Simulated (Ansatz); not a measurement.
Ansatz (a first-principles code) input (B2PLYP/def2-TZVPD):

Ansatz 0.2 input:
```yaml
crystal:
  periodic: [false, false, false]
  atoms:
    - {symbol: Ir, position_ang: [0.00106677, 0.00004118, -0.00925761]}
    - {symbol: O, position_ang: [1.81305388, -0.35786154, -0.01178294]}
    - {symbol: H, position_ang: [2.10272188, -0.57264604, 0.89186925]}
    - {symbol: O, position_ang: [-0.59522297, 1.71083742, 0.35646060]}
    - {symbol: H, position_ang: [-0.65661417, 2.20266340, -0.48150125]}
    - {symbol: O, position_ang: [-1.21980902, -1.33930906, -0.36562997]}
    - {symbol: H, position_ang: [-1.51242396, -1.74252283, 0.47008671]}
basis:
  gaussian:
    orbitals: def2-TZVPD
hamiltonian:
  xc: {name: B2PLYP}
total_charge: -1
magnetization: {spin_polarized: true, initial_magnetization: 1}
correlation: {electrons: outside_noble_gas}
```

Output:

```
Functional definition: B2PLYP
integrals: 0.34 GiB planned
1366 factors; integrals over basis functions are off by at most 1.0e-3 eV
mean field: 1.56 GiB planned
mean field evaluation 1: about -9009.4631 eV, gradient 3.2e1 eV
mean field evaluation 2: about -9009.6746 eV, gradient 3.2e1 eV
mean field evaluation 4: about -9012.8779 eV, gradient 5.4e0 eV
mean field evaluation 8: about -9013.0097 eV, gradient 3.9e-1 eV
mean field evaluation 16: about -9013.0134 eV, gradient 8.0e-3 eV
mean field evaluation 32: about -9013.0134 eV, gradient 1.5e-4 eV
mean field evaluation 64: about -9012.9916 eV, gradient 6.1e-1 eV
mean field -9013.01344202 eV, -331.2221347543 hartree, gradient 8.8e-6 eV, S^2 0.757729; 6 other end points of the search recorded, 0 dependent functions left out
7 core orbitals not correlated
reference -9013.01361789 eV, -331.2221412175 hartree; 16, 15 occupied and 167, 168 virtual orbitals, 1366 factors
second order -35.79827508 eV of doubles, -0.00000000 eV of singles
Total energy: -9022.67915216 eV, -331.5773430504 hartree
```

This state (charge -1, doublet) is run at the relaxed geometry of the species with charge 0 and multiplicity 1.
